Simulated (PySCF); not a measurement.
B(CCH)(Me)2 (C₄H₇B), SMILES C#CB(C)C.

Geometry optimised at B3LYP-D3(BJ)/def2-SVP.

The numbers are results of PBE/def2-TZVP in PySCF, not measurements.

Gas-phase values at a fixed geometry.

- total energy = -181.24097 hartree
- point group = C2
- highest occupied level = -6.52 eV
- lowest empty level = -2.40 eV
- orbital gap = 4.12 eV
- dipole moment = 0.00 D
- quadrupole, principal values (traceless, Buckingham form, about the centre of nuclear charge) = -3.88, -1.94, 5.82 D·Å
- mean static polarisability = 63.4 bohr³ (9.39 Å³)
- polarisability, principal values = 45.0, 58.4, 86.7 bohr³
